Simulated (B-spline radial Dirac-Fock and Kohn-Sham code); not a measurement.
## Radiative decay of the 2p3/2 hole in Cs⁺

System: Cs⁺, configuration [Kr] 4d10 5s2 5p6, inside a Watson sphere of charge -1 and radius 2.2 Å (a model of the Madelung potential; inside it an electron's potential energy is raised by 6.5 eV).

The run's input, task.json:

```json
{"items": [{
  "Z": 55,
  "q": 1,
  "cfg": [[1, 0, 2], [2, 0, 2], [2, 1, 6], [3, 0, 2], [3, 1, 6], [3, 2, 10], [4, 0, 2], [4, 1, 6], [4, 2, 10], [5, 0, 2], [5, 1, 6]],
  "A": 133,
  "rrms": 4.8041,
  "watson": [-1, 2.2],
  "do": ["binding", "quiet", "decay"],
  "holes": ["K", "L1", "L2", "L3", "M1", "M2", "M3", "M4", "M5", "N1", "N2", "N3", "N4", "N5"]
}]}
```

Run with: `python xray_run.py task.json out`

These are calculated numbers from a radial B-spline solver; the model is independent-particle rates on relativistic LDA orbitals of the hole state (multipoles up to L = 3, Coulomb Auger matrix elements, transition energies from Dirac-Fock).

| line | multipole | energy (eV) | rate (s⁻¹) | share (%) |
| --- | --- | --- | --- | --- |
| L3-M1 | E1 | 3792.3 | 1.33e+13 | 3.03 |
| L3-M4 | E1 | 4272.8 | 3.72e+13 | 8.45 |
| L3-M5 | E1 | 4286.8 | 3.29e+14 | 74.9 |
| L3-N1 | E1 | 4772.1 | 3.02e+12 | 0.687 |
| L3-N4 | E1 | 4934.7 | 5.65e+12 | 1.29 |
| L3-N5 | E1 | 4936.9 | 5.05e+13 | 11.5 |
| L3-O1 | E1 | 4985.0 | 5.17e+11 | 0.118 |

The listed lines hold 100.0 % of the radiative rate. The radiative width is 0.289 eV in the length form and 0.294 eV in the velocity form; the two differ because the transition energies are not eigenvalue differences of the potential that gave the orbitals.
